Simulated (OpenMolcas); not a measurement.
Multiconfigurational calculation on Si

Input:

```
&GATEWAY
Coord
1

Si 0.0 0.0 0.0
Basis=ANO-RCC-VTZP
Group=XYZ
NoMove
AngMom=0.0 0.0 0.0
AMFI
&SEWARD
&RASSCF
FileOrb=start.orb
Symmetry=1
Spin=3
nActEl=4 0 0
Inactive=2 3
Ras2=1 3
CIRoot=6 6 1
SDav=6
CIMx=300
Iter=120 100
PrWF=0.3
OrbListing=Nothing
MaxOrb=0
Atom
>>> COPY $Project.JobIph JOBPRE
&RASSCF
FileOrb=start.orb
Symmetry=1
Spin=3
nActEl=4 0 0
Inactive=2 3
Ras2=2 6
CIRoot=3 3 1
SDav=186
CIMx=300
Iter=120 100
PrWF=0.3
OrbListing=Nothing
MaxOrb=0
Atom
>>> COPY $Project.JobIph JOB001
&RASSCF
FileOrb=start.orb
Symmetry=1
Spin=1
nActEl=4 0 0
Inactive=2 3
Ras2=2 6
CIRoot=6 6 1
SDav=184
CIMx=300
Iter=120 100
PrWF=0.3
OrbListing=Nothing
MaxOrb=0
Atom
>>> COPY $Project.JobIph JOB002
&RASSCF
FileOrb=start.orb
Symmetry=2
Spin=5
nActEl=4 0 0
Inactive=2 3
Ras2=2 6
CIRoot=1 1 1
SDav=40
CIMx=300
Iter=120 100
PrWF=0.3
OrbListing=Nothing
MaxOrb=0
Atom
>>> COPY $Project.JobIph JOB003
&RASSCF
FileOrb=start.orb
Symmetry=2
Spin=3
nActEl=4 0 0
Inactive=2 3
Ras2=2 6
CIRoot=8 8 1
SDav=192
CIMx=300
Iter=120 100
PrWF=0.3
OrbListing=Nothing
MaxOrb=0
Atom
>>> COPY $Project.JobIph JOB004
&RASSI
NrOfJobIphs=4 3 6 1 8
1 2 3
1 2 3 4 5 6
1
1 2 3 4 5 6 7 8
IphNames
JOB001
JOB002
JOB003
JOB004
EJob
SpinOrbit
DIPRint=1.0
SOCoupling=1000.0
Subsets=2
MEES
Property=10
'ANGMOM' 1 'ANGMOM' 2 'ANGMOM' 3 'MLTPL  1' 1 'MLTPL  1' 2 'MLTPL  1' 3
'AMFI' 1 'AMFI' 2 'AMFI' 3 'MLTPL  2' 6
SOProperty=3
'ANGMOM' 1 'ANGMOM' 2 'ANGMOM' 3
```

Launched by
```bash
OMP_NUM_THREADS=1 MOLCAS_MEM=2252 MOLCAS_PROJECT=a pymolcas a.inp > a.log  # once for each step of the input, in one work folder
```

A driver script runs the steps one by one and writes start.orb anew before each from the orbitals found so far.

Output, cut to the results:

```
--- SEWARD ---
Basis set label: SI.ANO-RCC...5S4P2D1F.

      Electronic valence basis set:
      ------------------
      Associated Effective Charge  14.000000 au
      Associated Actual Charge     14.000000 au
      Nuclear Model: Point charge

      Shell  nPrim  nBasis  Cartesian Spherical Contaminant
         s      17       5        X
         p      12       4        X
         d       5       2                 X
         f       4       1                 X
                  Relativistic Douglas-Kroll-Hess integrals:
                    - DKH order of Hamiltonian: 2
                    - DKH order of Properties : 0
                  Atomic mean-field integrals
--- RASSCF ---
Wave function specifications:
      -----------------------------

      Number of closed shell electrons          10
      Number of electrons in active shells       4
      Max number of holes in RAS1 space          0
      Max nr of electrons in RAS3 space          0
      Number of inactive orbitals                5
      Number of active orbitals                  8
      Number of secondary orbitals              21
      Spin quantum number                      1.0
      State symmetry                             1
Orbital specifications:
      -----------------------

      Symmetry species                           1   2
                                                ag  au
      Frozen orbitals                            0   0
      Inactive orbitals                          2   3
      Active orbitals                            2   6
      RAS1 orbitals                              0   0
      RAS2 orbitals                              2   6
      RAS3 orbitals                              0   0
      Secondary orbitals                        11  10
      Deleted orbitals                           0   0
      Number of basis functions                 15  19
      Number of CSFs                           186
      Number of root(s) required                 3
      Iter CI   SX   CI       RASSCF       Energy    max ROT     max BLB   max BLB  Level Ln srch  Step   QN
          iter iter root      energy       change     param      element    value   shift minimum  type update
 Nr of preliminary CI iterations:   1
        1   1    6    0  -289.48096725    0.00E+00   1.77E-01*   2   7 2  9.57E-03*  0.00   0.00    SX    NO
        2   1    6    0  -289.48183453   -8.67E-04*  6.76E-02    2   4 1 -1.25E-03*  0.00   0.00    SX    NO
        3   1    6    0  -289.48196505   -1.31E-04*  2.81E-02    3   5 1  6.78E-04*  0.00   0.00    SX    NO
        4   1    5    0  -289.48198938   -2.43E-05*  1.21E-02    3   5 1  5.51E-04*  0.00   0.00    SX    NO
        5   1    5    0  -289.48199422   -4.85E-06*  9.71E-03    3   5 1  3.16E-04*  0.00   1.82    LS   YES
        6   1    5    0  -289.48199546   -1.23E-06* -2.12E-04    3   5 1  1.36E-04*  0.00   1.03    QN   YES
        7   1    4    0  -289.48199547   -1.65E-08* -6.49E-05    3   5 1  3.32E-05   0.00   1.29    QN   YES
        8   1    3    0  -289.48199547   -1.04E-09   5.19E-06    2  10 2  8.31E-07   0.00   0.99    QN   YES
      Convergence after  8 iterations
        9   1    3    0  -289.48199547   -8.53E-13   5.19E-06    2  10 2 -1.01E-06   0.00   0.99    QN   YES
      Natural orbitals and occupation numbers for root  1
      sym 1:   1.952029   0.006295
      sym 2:   0.997559   0.035637   0.997559   0.005388   0.000147   0.005388
      Natural orbitals and occupation numbers for root  2
      sym 1:   1.952029   0.006295
      sym 2:   0.997559   0.997559   0.035637   0.005388   0.005388   0.000147
      Natural orbitals and occupation numbers for root  3
      sym 1:   1.952029   0.006295
      sym 2:   0.035637   0.997559   0.997559   0.000147   0.005388   0.005388
::    RASSCF root number  1 Total energy:   -289.48199547
::    RASSCF root number  2 Total energy:   -289.48199547
::    RASSCF root number  3 Total energy:   -289.48199547
--- RASSCF ---
Wave function specifications:
      -----------------------------

      Number of closed shell electrons          10
      Number of electrons in active shells       4
      Max number of holes in RAS1 space          0
      Max nr of electrons in RAS3 space          0
      Number of inactive orbitals                5
      Number of active orbitals                  8
      Number of secondary orbitals              21
      Spin quantum number                      0.0
      State symmetry                             1
...
--- RASSI ---
SPIN-FREE ENERGIES:
  (Shifted by EMIN (a.u.) =       -289.4819954728)

 SF State       Relative EMIN(au)   Rel lowest level(eV)    D:o, cm**(-1)      L_eff

     1             0.0000000000        0.0000000000              0.0000         1.0
     2             0.0000000000        0.0000000000              0.0000         1.0
     3             0.0000000000        0.0000000000              0.0000         1.0
     4             0.0370694412        1.0087108825           8135.8019         2.0
     5             0.0370694412        1.0087108825           8135.8019         2.0
     6             0.0370694412        1.0087108825           8135.8019         2.0
     7             0.0370694412        1.0087108825           8135.8019         2.0
     8             0.0370694412        1.0087108825           8135.8019         2.0
     9             0.0641574012        1.7458118236          14080.9220         0.0
    10             0.1125485247        3.0626013771          24701.5460         0.0
    11             0.2446379044        6.6569365070          53691.8139         2.0
    12             0.2446379044        6.6569365070          53691.8139         2.0
    13             0.2446379044        6.6569365070          53691.8139         2.0
    14             0.2446379044        6.6569365070          53691.8139         2.0
    15             0.2446379044        6.6569365070          53691.8139         2.0
    16             0.2781090568        7.5677329642          61037.8827         1.0
    17             0.2781090568        7.5677329642          61037.8827         1.0
    18             0.2781090568        7.5677329642          61037.8827         1.0
     Dipole printing threshold changed to   1.00000000E+00

++ Dipole transition strengths (spin-free states):
   -----------------------------------------------
     for osc. strength at least  1.00000000E+00

  ( Max oscillator strength is only   0.19188389636829192      )
--
Eigenvalues of complex Hamiltonian:
...
```

Levels above the lowest, from the spin-orbit matrix, grouped by J:

| Configuration | Term | J | E (cm⁻¹) | Measured (cm⁻¹) | g | Term weight % |
| --- | --- | --- | --- | --- | --- | --- |
| 3s² 3p² | ³P | 0 | 0.0 | 0.0 |  | 100 |
| 3s² 3p² | ³P | 1 | 63.0 | 77.1 | 1.501 | 100 |
| 3s² 3p² | ³P | 2 | 184 | 223 | 1.501 | 100 |
| 3s² 3p² | ¹D | 2 | 8261 | 6299 | 1.000 | 100 |
| 3s² 3p² | ¹S | 0 | 14207 | 15394 |  | 100 |
| 3s 3p³ | ⁵S° | 2 | 24825 | 33326 | 2.002 | 100 |
| 3s 3p³ | ³D° | 1 | 53786 |  | 0.499 | 100 |
| 3s 3p³ | ³D° | 2 | 53804 |  | 1.167 | 100 |
| 3s 3p³ | ³D° | 3 | 53835 | 45322 | 1.334 | 100 |
| 3s 3p³ | ³P° | 0 | 61133 |  |  | 100 |
| 3s 3p³ | ³P° | 1 | 61148 |  | 1.501 | 100 |
| 3s 3p³ | ³P° | 2 | 61178 |  | 1.501 | 100 |

Against the 6 measured excited levels shown (NIST Handbook of Basic Atomic Spectroscopic Data) the mean absolute deviation is 3400 cm-1; the largest miss in energy is 3s 3p³ ³D°₃: computed 53835, measured 45322 cm⁻¹ (+18.8 %), and the largest in proportion 3s² 3p² ¹D₂ (+31.1 %).

Without dynamic correlation excited terms often stand tens of per cent too high (terms of higher spin than the ground term too low), and those without a measured partner can miss by more than the paired ones. Active for correlation alone: 4p 4s; no level in the range computed is led by a configuration that fills them, so any true level of that kind is missing. Terms of s pⁿ other than that of highest spin mix with s² pⁿ⁻² d, which this space lacks; all of them can be thousands of cm-1 off, and some have no real level of that name. Measured partners are found by configuration, term and J. A level has none where our copy of the source lacks it or the pairing is in doubt (some pairs that miss far off the trend of their configuration count as doubtful), and it then counts in no deviation. Levels of configurations outside the active space are missing. The first state left out of the spin-orbit step lies near 84000 cm-1 above the lowest spin-free state of the reference (among the parities and spins computed), and the list stops at four fifths of that energy or lower.

The RASSCF and RASSI steps took 17 s on 1 thread of Arm Neoverse V1 (shared host); the integral step is not counted.

The term weight is that of the spin-free term in the level, not the purity of its configuration. ° marks odd parity.
